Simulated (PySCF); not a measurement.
Shapes and spin states of PtBr₂

Computed with PySCF, PBE, basis Pt def2-SVP with ECP60, Br def2-SVP (scalar-relativistic core potentials, no spin–orbit coupling, density fitting).

Relaxations began from a few typed shapes and spin states; open shells are unrestricted. The search is not exhaustive: other isomers or separated fragments can lie lower, and high-lying points may rest on an excited occupation.

**Question.** Which is the lowest minimum found?
A. singlet (closed shell, unstable to spin polarisation) C2v: Pt–Br 2.323 Å (×2); Br–Pt–Br 119.8°
B. triplet D∞h: Pt–Br 2.327 Å (×2); Br–Pt–Br 180.0°

**Answer.** B. The others lie at 55.5 (singlet C2v) kJ/mol above it.

Formally Pt is in oxidation state +2, d8, with 2 unpaired electrons (the high-spin count). The Mulliken spin on Pt is 1.04. The polar-tensor charge on Pt, 0.44, is far below the formal one.

For the lowest minimum: with open d or f shells other occupations or spin states may lie lower. Spin–orbit coupling, left out here, can matter for elements this heavy.
